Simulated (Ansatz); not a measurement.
Consider the substitution at a C–B bond: `O=C(S)BF` + `[NH2][GeH3]` → `O=C(S)[NH][GeH3]` + `BF`.

Computed with Ansatz on PBE0-D4/def2-TZVP structures; ΔE is electronic, products minus reactants. CCSD(T)/CBS is the MP2 limit (def2-TZVPP, def2-QZVPP) plus CCSD(T) − MP2 in def2-TZVPP, frozen cores. This one scheme is used for every species. Functionals use def2-TZVPP. For Ge outer-core shells are correlated without core-valence functions, which leaves a few kJ/mol of doubt a bond. Scalar relativity is left out up to krypton. Each species was taken in one conformer, which may not be the lowest.

(1) Is it downhill or uphill in electronic energy at CCSD(T)/CBS, and by how much? (An estimate is asked.)

(2) What do these levels give: LDA (SPW92), revPBE-D4, r2SCAN0-D4, CAM-B3LYP-D4, B2PLYP, PBE0, LC-ωPBE, CCSD(T)/def2-SVP, CCSD/def2-TZVPP, SCS-MP2/def2-QZVPP, MP2/CBS(def2), CCSD/CBS(def2)? (An estimate is asked.)

(3) What do rigid-rotor, harmonic-oscillator terms from PBE0-D4/def2-TZVP frequencies (298.15 K, 1 bar) make of the CCSD(T)/CBS value? (Best estimate.)

Largest T1 diagnostic among the species: 0.017.

Answers

(1) Ansatz gave: Downhill: ΔE = -46.7 kJ/mol.

(2) Computed: LDA (SPW92) -52.0, revPBE-D4 -44.1, r2SCAN0-D4 -54.5, CAM-B3LYP-D4 -55.5, B2PLYP -48.3, PBE0 -47.7, LC-ωPBE -54.9, CCSD(T)/def2-SVP -65.6, CCSD/def2-TZVPP -49.8, SCS-MP2/def2-QZVPP -51.4, MP2/CBS(def2) -53.3, CCSD/CBS(def2) -47.7 kJ/mol.

(3) The calculation gave: ΔZPE = -1.9 kJ/mol, ΔH = -48.7 kJ/mol, ΔS = -26 J/(mol·K), ΔG = -41.0 kJ/mol. Modes under 50 cm⁻¹ make the entropy rough.

From PBE to PBE0 (25 % exact exchange), in def2-TZVPP and without D4, ΔE moves by −8.7 kJ/mol. The D4 term adds −5.8 kJ/mol with B3LYP and −3.2 kJ/mol with PBE0; it sums over pairs of atoms, weighted by their polarisabilities, and B3LYP, whose exchange is more repulsive, gets the larger term. At CCSD(T), def2-SVP lies −18.9 kJ/mol from the extrapolated value and def2-TZVPP −2.0 kJ/mol.

B3LYP here is the variant with VWN-RPA as its local correlation; programs differ in this.
